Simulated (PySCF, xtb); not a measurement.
BF₃H₃N, SMILES [NH3+][B-](F)(F)F.

Harmonic wavenumbers (cm⁻¹) from xtb 6.7.1 with GFN2-xTB at its own minimum, in rising order: 60, 256, 256, 391, 391, 422, 596, 689, 689, 822, 1163, 1164, 1194, 1462, 1462, 3400, 3417, 3418.

Task: What does PySCF with PBE-D3(BJ)/def2-SVP give at its own minimum? (The exact figures need the calculation; the answer reports its results.)

Result: 87, 260, 260, 424, 436, 436, 657, 760, 760, 870, 1228, 1259, 1259, 1561, 1561, 3381, 3510, 3510. Paired by order, the mean absolute difference is 56 cm⁻¹ and the zero-point energies are 30.4 and 31.8 kcal/mol.
